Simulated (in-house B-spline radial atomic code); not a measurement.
# How G0W0 and RPA depend on the start: the palladium ion Pd⁴⁴⁺

Configuration 1s2. Computed with an all-electron radial atomic-structure program (B-spline basis): all electrons, non-relativistic, point nucleus, each spin shell either full or empty, empty states to l = 9 with an (l + 1/2)⁻⁴ tail; G0W0 by contour deformation at full frequency.

Without relativity these are model numbers: it shifts the levels of so heavy an element strongly and can reorder them.

Relativity, left out, deepens the 1s level by about Z⁴α²/8 hartree.

| start | mean-field 1s (eV) | G0W0 (eV) | QP weight | RPA correlation (Eh) |
| --- | --- | --- | --- | --- |
| Hartree-Fock | -28011.85 | -28011.41 | 1.000 | -0.091873 |
| PBE | -27721.26 | -28011.50 | 1.000 | -0.092875 |
| LDA exchange-only | -27680.38 | ? | ? | ? |
| PBEsol | -27706.21 | ? | ? | ? |
| CAM-B3LYP | -27782.09 | -28011.46 | 1.000 | -0.092672 |

(1) What G0W0 level, weight and RPA correlation energy follow from the PBEsol start?

(2) What G0W0 level, weight and RPA correlation energy follow from the LDA exchange-only start?

(3) How much of the dependence on the start does G0W0 remove?

Answers

(1) G0W0 level -28011.60 eV, weight 1.000, RPA correlation -0.092871 hartree.

(2) G0W0 level -28011.78 eV, weight 1.000, RPA correlation -0.09287 hartree.

(3) The mean-field levels span 331 eV and the G0W0 levels 0.371 eV. Against 28776.032 ± 0.014 eV (NIST, tabulated theory) the G0W0 removal energies are off by -764.62 to -764.25 eV, with relativity, Breit and QED terms left out.
